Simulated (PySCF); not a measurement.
InBr3, SMILES [Br][In]([Br])[Br]. Atoms are numbered in the order given.

```xyz
4

In     0.0000     0.0000     0.0000
Br    -2.4831     0.0000     0.0000
Br     1.2416     2.1504     0.0000
Br     1.2416    -2.1504     0.0000
```

Geometry optimised at PBE-D3(BJ)/def2-SVP. The isomer is the one that the SMILES or the coordinates give; other isomers of the formula were not compared. The def2 effective core potentials stand for the cores of In; spin–orbit coupling is left out.

These are r2SCAN/def2-TZVP in PySCF values and carry that method's errors.

Gas-phase values at a fixed geometry.

Computed frontier levels, gap, dipole moment and polarisability:
```json
{
  "highest_occupied_level": "-7.79 eV",
  "lowest_empty_level": "-3.98 eV",
  "orbital_gap": "3.81 eV",
  "dipole_moment": "0.00 D",
  "quadrupole, principal values (traceless, Buckingham form, about the centre of nuclear charge)": "-3.26, -3.26, 6.52 D·Å",
  "mean_static_polarisability": "100.6 bohr³ (14.90 Å³)",
  "polarisability_principal_values": "64.7, 118.5, 118.5 bohr³"
}
```
